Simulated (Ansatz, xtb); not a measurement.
**Cl3GeH3OSi: which of two isomers lies lower**

Structure a: `Cl[Si](Cl)(Cl)[O][GeH3]`, a singlet. Structure b: `[Cl][GeH2][O][SiH](Cl)Cl`, a singlet. Both are isolated molecules in the gas phase, relaxed with PBE0-D4/def2-SVP; each stands in its lowest conformer found.

Q: Which of the two would you expect CCSD(T)/def2-SVP + ΔMP2/def2-TZVPP electronic energies to favour?

A: Structure a; the calculation gives E(b) − E(a) = +3.2 kcal/mol.

Level by level:

```tsv
level	geometry	E(b) − E(a) (kcal/mol)	departure from the last row (kcal/mol)	job, with rough time for the two
PBE0-D4/def2-SVP	PBE0-D4/def2-SVP	+3.3	0.0	optimisation, 92 s
HF/def2-SVP	PBE0-D4/def2-SVP	+1.4	−1.8	part of the CCSD(T) run
MP2/def2-SVP	PBE0-D4/def2-SVP	+3.1	−0.1	part of the CCSD(T) run
CCSD(T)/def2-SVP	PBE0-D4/def2-SVP	+2.6	−0.7	single point
CCSD(T)/def2-SVP + ΔMP2/def2-TZVPP	PBE0-D4/def2-SVP	+3.2		single point, 91 s
```

As drawn, b has 1 Cl–Ge, 1 Si–H in place of 1 Cl–Si, 1 Ge–H.

None of the levels shown reverses the order. The largest departure from CCSD(T)/def2-SVP + ΔMP2/def2-TZVPP is that of HF/def2-SVP, 1.8 kcal/mol. A small imaginary or near-zero mode remains, so no thermal terms are given. Levels run at GFN2-xTB geometries aren't shown. The last row adds to CCSD(T) the change of the MP2 difference between the two basis sets, here +0.7 kcal/mol.

The correlated steps freeze 30 core orbitals; the filled d shell of Ge is correlated, in a basis made for valence electrons. Run with Ansatz 0.2.0, xtb 6.7.1; the last row on 2 threads of Arm Neoverse V2 on a shared host.
